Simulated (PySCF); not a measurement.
furan (C$_{4}$H$_{4}$O), singlet, geometry from GFN2-xTB; PySCF with MP2/pcseg-0.

The PySCF input:
```python
from pyscf import gto, scf, mp

mol = gto.Mole()
mol.atom = '''
    O    -0.00798452   -0.00251073    1.15090764
    C    -0.00772947    1.07855182    0.35476202
    C     0.00283925   -1.08008955    0.35012622
    C     0.00316098    0.71058145   -0.95411083
    C     0.01009858   -0.70641198   -0.95715390
    H    -0.01572036    2.03941226    0.82982610
    H     0.00426721   -2.04301371    0.82105887
    H     0.00592920    1.35759045   -1.80703656
    H     0.01918407   -1.34969359   -1.81285061
'''
mol.basis = 'pcseg-0'
mol.verbose = 4
mol.build()

mf = scf.RHF(mol)
mf.kernel()

pt = mp.MP2(mf, frozen=5)
pt.kernel()
print('E(MP2) = %.10f' % pt.e_tot)
```

What the program printed (banner, timings and long lists left out):

```
PySCF version 2.14.0

[INPUT] verbose = 4
[INPUT] num. atoms = 9
[INPUT] num. electrons = 36
[INPUT] charge = 0
[INPUT] spin (= nelec alpha-beta = 2S) = 0
[INPUT] symmetry False subgroup None
[INPUT] Mole.unit = angstrom
[INPUT] Symbol           X                Y                Z      unit          X                Y                Z       unit  Magmom
[INPUT]  1 O     -0.007984520000  -0.002510730000   1.150907640000 AA   -0.015088556036  -0.004744592073   2.174900234270 Bohr   0.0
[INPUT]  2 C     -0.007729470000   1.078551820000   0.354762020000 AA   -0.014606581388   2.038167550951   0.670403057197 Bohr   0.0
[INPUT]  3 C      0.002839250000  -1.080089550000   0.350126220000 AA    0.005365404899  -2.041073439505   0.661642664829 Bohr   0.0
[INPUT]  4 C      0.003160980000   0.710581450000  -0.954110830000 AA    0.005973386485   1.342804329696  -1.803008161181 Bohr   0.0
[INPUT]  5 C      0.010098580000  -0.706411980000  -0.957153900000 AA    0.019083550447  -1.334925173312  -1.808758730059 Bohr   0.0
[INPUT]  6 H     -0.015720360000   2.039412260000   0.829826100000 AA   -0.029707174980   3.853930626480   1.568144060016 Bohr   0.0
[INPUT]  7 H      0.004267210000  -2.043013710000   0.821058870000 AA    0.008063858216  -3.860736380632   1.551576396445 Bohr   0.0
[INPUT]  8 H      0.005929200000   1.357590450000  -1.807036560000 AA    0.011204564138   2.565474139825  -3.414804195476 Bohr   0.0
[INPUT]  9 H      0.019184070000  -1.349693590000  -1.812850610000 AA    0.036252638254  -2.550551237181  -3.425791157651 Bohr   0.0

nuclear repulsion = 162.211547616274
number of shells = 14
number of NR pGTOs = 87
number of NR cGTOs = 53
basis = pcseg-0
ecp = {}

******** <class 'pyscf.scf.hf.RHF'> ********
method = RHF
initial guess = minao
damping factor = 0
level_shift factor = 0
DIIS = <class 'pyscf.scf.diis.CDIIS'>
diis_start_cycle = 1
diis_space = 8
diis_damp = 0
SCF conv_tol = 1e-09
SCF conv_tol_grad = None
SCF max_cycles = 50
direct_scf = True
direct_scf_tol = 1e-13
Set gradient conv threshold to 3.16228e-05
Initial guess from minao.
init E= -229.554726708746
  HOMO = -0.184466917207486  LUMO = 0.0785375284560419  gap/eV = 7.15672
cycle= 1 E= -227.897937815568  delta_E= 1.66  |g|= 0.419  |ddm|= 3.12
  HOMO = -0.371899041480793  LUMO = 0.125681473549607  gap/eV = 13.53986
cycle= 2 E= -227.951011615064  delta_E= -0.0531  |g|= 0.158  |ddm|= 0.674
  HOMO = -0.32975034539547  LUMO = 0.157175653683467  gap/eV = 13.24993
cycle= 3 E= -227.956768057513  delta_E= -0.00576  |g|= 0.0538  |ddm|= 0.194
  HOMO = -0.329871231293981  LUMO = 0.160246591142395  gap/eV = 13.33679
cycle= 4 E= -227.957513777843  delta_E= -0.000746  |g|= 0.0122  |ddm|= 0.078
  HOMO = -0.332149927663396  LUMO = 0.157558026001002  gap/eV = 13.32563
cycle= 5 E= -227.957553813903  delta_E= -4e-05  |g|= 0.0033  |ddm|= 0.0176
  HOMO = -0.331968044057932  LUMO = 0.157804525577059  gap/eV = 13.32739
cycle= 6 E= -227.957557479814  delta_E= -3.67e-06  |g|= 0.00121  |ddm|= 0.00583
  HOMO = -0.331814506636873  LUMO = 0.157915201130626  gap/eV = 13.32622
cycle= 7 E= -227.957558213745  delta_E= -7.34e-07  |g|= 0.000379  |ddm|= 0.00188
  HOMO = -0.331822840924487  LUMO = 0.157911654927012  gap/eV = 13.32635
cycle= 8 E= -227.957558329914  delta_E= -1.16e-07  |g|= 0.000101  |ddm|= 0.00108
  HOMO = -0.331827553710004  LUMO = 0.157909758948541  gap/eV = 13.32643
cycle= 9 E= -227.95755833859  delta_E= -8.68e-09  |g|= 1.91e-05  |ddm|= 0.000304
  HOMO = -0.331828210158836  LUMO = 0.157908819642245  gap/eV = 13.32642
cycle= 10 E= -227.957558338949  delta_E= -3.59e-10  |g|= 3.63e-06  |ddm|= 6.46e-05
  HOMO = -0.331828083593912  LUMO = 0.157908864183757  gap/eV = 13.32642
Extra cycle  E= -227.957558338957  delta_E= -7.67e-12  |g|= 1.61e-06  |ddm|= 8.41e-06
converged SCF energy = -227.957558338957

******** <class 'pyscf.mp.mp2.RMP2'> ********
nocc = 13, nmo = 48
frozen orbitals 5
E(RMP2) = -228.432019671771  E_corr = -0.474461332814436
E(SCS-RMP2) = -228.422086140193  E_corr = -0.464527801236213
E_corr(same-spin) = -0.120952844008973
E_corr(oppo-spin) = -0.353508488805463
E(MP2) = -228.4320196718
```
